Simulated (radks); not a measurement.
Problem. Species: Xe. Configuration: [Xe]. All-electron calculation, non-relativistic Kohn-Sham, LDA (Slater exchange, Perdew-Wang correlation), spin-polarised, spherical densities, point nucleus; relativity is left out, which matters for an element this heavy. Program: a radial shooting solver on a logarithmic mesh with Libxc functionals. Some entries of the table are withheld. Estimate them.

orbital  occ.  eigenvalue (eV)  <1/r> (bohr^-1)
1s          2        -32890.11            53.43
2s          2        -4988.595            12.28
2p          6        -4696.674            12.30
3s          2        -1018.123            4.490
3p          6        -894.3545              (1)
3d         10        -663.3624            4.295
4s          2        -181.7217            1.853
4p          6        -137.7880            1.754
4d         10         -62.2184            1.520
5s          2              (2)              (3)
5p          6              (4)           0.5583

Solution. 
(1) 3p <1/r> (bohr^-1): 4.421
(2) 5s eigenvalue (eV): -18.2859
(3) 5s <1/r> (bohr^-1): 0.6740
(4) 5p eigenvalue (eV): -8.4295
